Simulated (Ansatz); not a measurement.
(H2Ga-mu-Cl)2 (Ga2H4Cl2). Total charge 0; singlet. Geometry PBE-D4/def2-SVP.

```csv
atom,x (Å),y (Å),z (Å)
Ga1,-1.646,0.342,-0.208
H2,-2.114,0.205,-1.694
H3,-2.361,0.725,1.130
Cl4,-0.373,-1.631,0.267
Ga5,1.646,-0.342,0.208
H6,2.362,-0.725,-1.129
H7,2.113,-0.205,1.694
Cl8,0.373,1.631,-0.268
```

**Question.** Estimate the orbital energies around the gap (eV) in Ansatz with HF/def2-TZVP, r2SCAN-D4/def2-TZVP, B97M-V/def2-TZVP, PBE0-D4/def2-SVP, CAM-B3LYP-D4/def2-TZVP.

**Answer.** 
```csv
orbital,HF/def2-TZVP,r2SCAN-D4/def2-TZVP,B97M-V/def2-TZVP,PBE0-D4/def2-SVP,CAM-B3LYP-D4/def2-TZVP
HOMO−5,-13.70,-9.43,-9.49,-10.40,-11.81
HOMO−4,-13.09,-8.84,-8.98,-9.78,-11.10
HOMO−3,-13.04,-8.53,-8.65,-9.52,-10.99
HOMO−2,-12.50,-8.49,-8.59,-9.39,-10.72
HOMO−1,-12.36,-8.26,-8.31,-9.17,-10.62
HOMO,-11.57,-7.52,-7.63,-8.42,-9.81
LUMO,1.92,-1.44,-1.62,-0.93,-0.08
LUMO+1,2.60,-1.04,-1.14,-0.21,0.50
LUMO+2,3.01,-0.48,-0.59,0.20,1.04
LUMO+3,3.26,0.01,-0.24,0.64,1.40
LUMO+4,3.94,0.06,-0.21,0.85,1.44
LUMO+5,4.25,0.69,0.35,1.31,2.03
```
